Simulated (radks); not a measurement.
Problem. Coherent X-ray form factor from a spherical all-electron density. Calculated with a radial shooting solver on a logarithmic mesh with Libxc functionals: scalar-relativistic Kohn-Sham, PBEsol, spin-polarised, spherical densities, point nucleus.

| sin(theta)/lambda (1/angstrom) | f0 (electrons) |
|---|---|
| 0.05 | 69.745 |
| 0.1 | 66.830 |
| 0.15 | 63.443 |
| 0.2 | 60.005 |
| 0.25 | 56.562 |
| 0.3 | 53.158 |
| 0.4 | 46.790 |
| 0.5 | 41.299 |
| 0.6 | 36.661 |
| 0.8 | 29.324 |
| 1 | 23.967 |
| 1.25 | 19.498 |
| 1.5 | 16.727 |
| 2 | 13.215 |

The species is in the configuration that NIST lists as its ground one. Which atom or ion scatters so?

Solution. Neutral lutetium, [Xe] 4f14 5d1 6s2. Extrapolating in s^2 from the first two rows gives f0(0) = 70.7, near the electron count 71; among species with that count, the fall with angle is slower the higher Z, and the table is that of Z = 71; from so few rows the species is fixed only to a neighbour or two.
